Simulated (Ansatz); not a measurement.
Steps of a relaxation of `OC(S)S[SiH3]` with RKS PBE-D4/def2-SVP.

```sh
$ ansatz run in.yaml --threads 4 --pin off --events-out ev --progress --plain --max-ram 10444MiB
```

```yaml
crystal:
  periodic: [false, false, false]
  atoms:
    - {symbol: O, position_ang: [-1.486900, 0.560400, 0.769200]}
    - {symbol: C, position_ang: [-0.906800, 0.314100, -0.471000]}
    - {symbol: S, position_ang: [-1.654300, 1.365100, -1.770500]}
    - {symbol: S, position_ang: [0.936100, 0.649700, -0.365400]}
    - {symbol: Si, position_ang: [1.518900, -0.958700, 0.892000]}
    - {symbol: H, position_ang: [-1.615500, 1.590500, 0.747000]}
    - {symbol: H, position_ang: [-1.066500, -0.725500, -0.729400]}
    - {symbol: H, position_ang: [-0.672500, 1.072300, -2.696700]}
    - {symbol: H, position_ang: [0.988100, -2.209300, 0.410100]}
    - {symbol: H, position_ang: [3.002300, -0.989200, 0.921800]}
    - {symbol: H, position_ang: [1.022500, -0.726400, 2.313600]}
basis:
  gaussian: {orbitals: def2-SVP}
hamiltonian: {xc: pbe, dispersion: d4}
relax: {f_tol: 0.03, max_steps: 200}
```

Positions (Å) and forces (eV/Å) along the path, 11 of 11 steps:

```xyz
11
step=1 energy=-32701.4821 eV
O    -1.487    0.560    0.769   -0.896    2.273   -0.644
C    -0.907    0.314   -0.471    0.374    0.480    0.865
S    -1.654    1.365   -1.770    0.293   -0.036   -0.465
S     0.936    0.650   -0.365    0.226    0.493   -0.909
Si    1.519   -0.959    0.892    0.019    0.760    1.266
H    -1.615    1.591    0.747    0.342   -2.083    0.516
H    -1.067   -0.726   -0.729   -0.021   -0.904   -0.081
H    -0.672    1.072   -2.697   -0.339    0.218    0.235
H     0.988   -2.209    0.410   -0.440   -1.086   -0.440
H     3.002   -0.989    0.922    0.320    0.027   -0.096
H     1.022   -0.726    2.314    0.121   -0.142   -0.248
11
step=2 energy=-32701.6623 eV
O    -1.582    0.555    0.735    0.535    1.920   -0.356
C    -0.905    0.305   -0.460   -0.063    0.125    0.179
S    -1.641    1.324   -1.802   -0.060    0.126   -0.322
S     0.942    0.672   -0.427   -0.246   -0.052    0.128
Si    1.479   -0.928    0.916    0.278    0.241    0.334
H    -1.494    1.576    0.849   -0.214   -1.881    0.029
H    -1.036   -0.761   -0.707   -0.011   -0.237    0.113
H    -0.644    1.103   -2.718   -0.134    0.062    0.151
H     0.949   -2.218    0.408   -0.162   -0.312   -0.143
H     2.978   -0.936    0.883    0.070   -0.046    0.027
H     1.019   -0.747    2.343    0.006    0.054   -0.139
11
step=3 energy=-32701.7121 eV
O    -1.601    0.561    0.704    0.473    1.496   -0.090
C    -0.925    0.309   -0.486   -0.040   -0.121    0.275
S    -1.669    1.333   -1.830    0.070    0.064   -0.153
S     0.924    0.655   -0.416   -0.090    0.073   -0.032
Si    1.507   -0.933    0.936   -0.025    0.021    0.057
H    -1.453    1.554    0.877   -0.272   -1.483   -0.111
H    -1.058   -0.766   -0.718   -0.023   -0.046    0.041
H    -0.661    1.144   -2.733   -0.065    0.033    0.060
H     0.957   -2.233    0.425   -0.020   -0.069    0.005
H     3.009   -0.955    0.911   -0.018    0.014   -0.020
H     1.035   -0.725    2.350    0.010    0.019   -0.032
11
step=4 energy=-32701.7103 eV rejected
O    -1.589    0.479    0.669   -0.139   -0.893    0.182
C    -0.928    0.252   -0.502   -0.278    0.421   -1.167
S    -1.675    1.417   -1.848    0.296   -0.441    0.428
S     0.908    0.581   -0.495   -0.050    0.007    0.120
Si    1.495   -0.906    0.967    0.092   -0.101    0.023
H    -1.413    1.392    0.922    0.140    0.793    0.263
H    -1.112   -0.793   -0.836    0.010    0.115    0.214
H    -0.624    1.305   -2.705    0.008    0.024   -0.041
H     0.890   -2.239    0.613   -0.034    0.025    0.011
H     2.992   -0.988    0.852   -0.038    0.024    0.017
H     1.122   -0.557    2.383   -0.007    0.027   -0.050
11
step=5 energy=-32701.7547 eV
O    -1.575    0.522    0.691   -0.018    0.149    0.054
C    -0.927    0.287   -0.504    0.004    0.033   -0.127
S    -1.667    1.362   -1.837    0.034   -0.044    0.024
S     0.911    0.629   -0.452    0.062   -0.017   -0.023
Si    1.494   -0.923    0.946   -0.034   -0.026   -0.003
H    -1.426    1.471    0.911   -0.023   -0.194   -0.001
H    -1.076   -0.782   -0.762   -0.024    0.028    0.045
H    -0.641    1.222   -2.723   -0.014    0.006    0.023
H     0.916   -2.250    0.512    0.029    0.082    0.024
H     2.995   -0.956    0.880   -0.025   -0.013    0.001
H     1.061   -0.639    2.358    0.009   -0.003   -0.017
11
step=6 energy=-32701.7585 eV
O    -1.563    0.496    0.687   -0.026    0.074    0.049
C    -0.923    0.280   -0.516    0.017    0.014   -0.104
S    -1.672    1.364   -1.833    0.011   -0.011    0.017
S     0.916    0.625   -0.470    0.039   -0.008   -0.021
Si    1.486   -0.910    0.950   -0.015   -0.040    0.009
H    -1.403    1.434    0.930   -0.015   -0.093    0.005
H    -1.073   -0.785   -0.783   -0.005    0.004    0.026
H    -0.642    1.246   -2.718   -0.009    0.003    0.012
H     0.891   -2.233    0.537    0.006    0.049    0.014
H     2.986   -0.972    0.878   -0.016    0.004    0.005
H     1.062   -0.601    2.359    0.014    0.004   -0.012
11
step=7 energy=-32701.7638 eV
O    -1.526    0.403    0.672    0.021    0.020   -0.024
C    -0.906    0.255   -0.557    0.004    0.013    0.008
S    -1.685    1.383   -1.817    0.025    0.002    0.030
S     0.935    0.603   -0.523   -0.046   -0.028    0.007
Si    1.463   -0.883    0.965    0.003    0.021    0.040
H    -1.347    1.317    0.983   -0.006   -0.021   -0.044
H    -1.056   -0.800   -0.861    0.012    0.001   -0.012
H    -0.649    1.335   -2.702   -0.028    0.002    0.019
H     0.787   -2.188    0.630    0.027    0.042    0.022
H     2.958   -1.014    0.865   -0.034   -0.020    0.014
H     1.092   -0.469    2.366    0.024   -0.032   -0.061
11
step=8 energy=-32701.7648 eV
O    -1.511    0.355    0.657    0.006   -0.054   -0.048
C    -0.902    0.241   -0.581   -0.031   -0.005    0.026
S    -1.694    1.403   -1.802    0.051   -0.015    0.028
S     0.937    0.587   -0.553    0.027    0.005    0.032
Si    1.463   -0.860    0.976   -0.026   -0.074    0.067
H    -1.336    1.260    0.991    0.010    0.054   -0.029
H    -1.054   -0.805   -0.913    0.010    0.010   -0.002
H    -0.661    1.387   -2.693   -0.039    0.005    0.022
H     0.745   -2.154    0.694    0.015    0.027    0.003
H     2.950   -1.059    0.869   -0.041    0.035   -0.017
H     1.129   -0.412    2.376    0.019    0.013   -0.081
11
step=9 energy=-32701.7663 eV
O    -1.504    0.339    0.652   -0.001   -0.022    0.007
C    -0.895    0.236   -0.586   -0.025    0.018   -0.001
S    -1.691    1.411   -1.788    0.029   -0.006   -0.009
S     0.943    0.584   -0.554   -0.003   -0.041    0.017
Si    1.454   -0.862    0.980    0.054   -0.004    0.028
H    -1.337    1.247    0.985    0.003    0.014   -0.026
H    -1.046   -0.808   -0.928    0.011    0.010   -0.001
H    -0.666    1.402   -2.687   -0.032    0.007    0.017
H     0.734   -2.158    0.720   -0.010    0.021   -0.011
H     2.939   -1.063    0.856   -0.035    0.014    0.014
H     1.135   -0.384    2.371    0.009   -0.011   -0.036
11
step=10 energy=-32701.7666 eV
O    -1.506    0.346    0.653   -0.017   -0.005    0.034
C    -0.897    0.236   -0.584    0.000   -0.007   -0.004
S    -1.689    1.414   -1.782    0.016   -0.002   -0.015
S     0.944    0.574   -0.550    0.020    0.013   -0.023
Si    1.462   -0.870    0.984   -0.012    0.030   -0.035
H    -1.345    1.259    0.974    0.002   -0.002   -0.008
H    -1.052   -0.807   -0.925    0.005    0.004    0.000
H    -0.672    1.399   -2.689   -0.012    0.005    0.008
H     0.741   -2.160    0.708    0.006   -0.013    0.020
H     2.947   -1.056    0.863   -0.013   -0.006    0.010
H     1.133   -0.390    2.369    0.004   -0.018    0.013
11
step=11 energy=-32701.7670 eV
O    -1.502    0.341    0.653   -0.009   -0.009    0.018
C    -0.895    0.235   -0.586   -0.007    0.002   -0.016
S    -1.691    1.415   -1.781    0.007   -0.003   -0.007
S     0.945    0.574   -0.557    0.011   -0.006    0.003
Si    1.458   -0.866    0.982    0.008    0.007   -0.008
H    -1.343    1.254    0.974    0.003    0.005   -0.004
H    -1.049   -0.808   -0.929    0.002    0.004    0.002
H    -0.674    1.405   -2.689   -0.007    0.003    0.007
H     0.737   -2.160    0.718   -0.001   -0.003    0.000
H     2.943   -1.058    0.865   -0.003   -0.003    0.000
H     1.136   -0.389    2.370   -0.005    0.003    0.005
```

It took 13 s on 4 threads of an Arm Neoverse V2 on a shared host, with 0.17 GiB of host memory at the peak.
